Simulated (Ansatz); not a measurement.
`COCC(F)(F)F`, relaxed with RKS PBE-D4/def2-SVP in Ansatz 0.2.0 from a rough embedded geometry. The force threshold is 0.03 eV/Å; the program also tests the step.

Charge 0, multiplicity 1.

Start:

```xyz
12

C    -0.590    0.221    1.592
O    -0.408    1.074    0.490
C     0.551    0.594   -0.492
C     0.161   -0.570   -1.295
F     1.046   -0.843   -2.281
F     0.206   -1.739   -0.489
F    -1.083   -0.536   -1.804
H    -1.137   -0.686    1.199
H    -1.218    0.659    2.328
H     0.355   -0.129    1.989
H     0.620    1.438   -1.209
H     1.496    0.517   -0.027
```

(1) By how much does the energy fall, and how many steps does the optimiser take? (An estimate is asked.)

(2) Which bonds change most? (An estimate is asked.)

(3) Give the relaxed structure. (Estimate.)

## Answers

(1) Computed: 0.45 eV, in 7 steps.

(2) Ansatz gave: C3–C4 from 1.468 to 1.531 Å; C4–F6 from 1.421 to 1.359 Å; C3–H12 from 1.056 to 1.118 Å; O2–C3 from 1.454 to 1.398 Å.

(3) Ansatz gave: 
```xyz
12

C    -0.568    0.201    1.613
O    -0.506    0.969    0.423
C     0.495    0.595   -0.478
C     0.134   -0.609   -1.352
F     1.107   -0.808   -2.276
F     0.021   -1.753   -0.628
F    -1.031   -0.425   -2.002
H    -0.918   -0.840    1.439
H    -1.285    0.710    2.286
H     0.425    0.153    2.121
H     0.661    1.447   -1.169
H     1.466    0.360    0.023
```
